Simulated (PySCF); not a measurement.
## Yb⁶¹⁺: fine-structure interval

Yb⁶¹⁺ [He] 2s2 2p5 [2p1/2^2 2p3/2^3, M_J = 3/2] → Yb⁶¹⁺ [He] 2s2 2p5 [2p1/2^1 2p3/2^4, M_J = 1/2], as a difference of total energies. All numbers are calculated (PySCF 2.14, the two-component X2C-1e Hamiltonian, in an even-tempered Gaussian basis (17 s from 44 bohr⁻², ratio 2.4; 13 p from 57 bohr⁻², ratio 2.4; 5 d from 200 bohr⁻², ratio 2.6; 4 f from 300 bohr⁻², ratio 2.6)). Correlated levels: nothing frozen; the 30 highest virtual spinors dropped. "Screened" scales the spin-orbit matrix elements by Boettger's factors to mimic the two-electron term; Breit and QED terms are absent.

| method | fine-structure interval (cm⁻¹) |
| --- | --- |
| GHF (screened spin-orbit) | 8781400 |
| GMP2 (screened spin-orbit) | 8782700 |
| GHF (bare spin-orbit) | 9066400 |
